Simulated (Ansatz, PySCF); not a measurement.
C6H13O (SMILES CC(C)[CH]C(C)O), doublet, at a GFN2-xTB geometry. Base run: PySCF with MP2/STO-3G.

PySCF was given this input:
```python
from pyscf import gto, scf, mp

mol = gto.M(
    atom='''
C    -2.134011   -1.157509    0.890142
C    -1.019918   -0.587170    0.012336
C    -1.602929    0.461547   -0.961061
C     0.049855    0.020423    0.837435
C     1.423374    0.311012    0.344572
C     1.963004   -0.698744   -0.662656
O     1.473859    1.595580   -0.302654
H    -2.586269   -0.371556    1.491334
H    -1.738869   -1.918188    1.559372
H    -2.908981   -1.607552    0.274010
H    -0.600150   -1.396129   -0.595017
H    -2.085180    1.261425   -0.403374
H    -0.811714    0.890630   -1.569860
H    -2.339564   -0.003340   -1.612389
H    -0.245739    0.499730    1.759160
H     2.105436    0.347677    1.213550
H     1.376708   -0.665178   -1.575803
H     1.933629   -1.700035   -0.242205
H     2.989694   -0.442433   -0.908525
H     1.043879    2.242951    0.266374
''',
    basis='sto-3g',
    charge=0,
    spin=1,
    verbose=4,
)

mf = scf.UHF(mol)
mf.kernel()

pt = mp.MP2(mf)
pt.kernel()
print('E(MP2) = %.10f' % pt.e_tot)
```

The same geometry, method and basis name were run in Ansatz (an electronic-structure program) and PySCF, at each program's defaults and at the settings that a row names. The base is PySCF at its defaults. Differences at the defaults can come from grids, fitting, cores and function types together.

| code and settings | ΔE vs base (mEh) | basis functions | E (Eh) | SCF cycles | SCF-reference dipole (D) |
|---|---|---|---|---|---|
| PySCF, defaults (exact integrals, spherical functions, all electrons correlated) | 0.000 | 48 | -306.13657 | 12 | 1.32 |
| Ansatz, defaults (factorised integrals, spherical functions, frozen core) | 2.988 | 48 | -306.13359 | - | - |
| PySCF, frozen core | 2.938 | 48 | -306.13364 | 12 | 1.32 |
| Ansatz, high accuracy, frozen core | 2.938 | 48 | -306.13364 | - | - |

Open shells are given as the SCF converged; they aren't shown to be the lowest states, and a large step between rows can be another state.
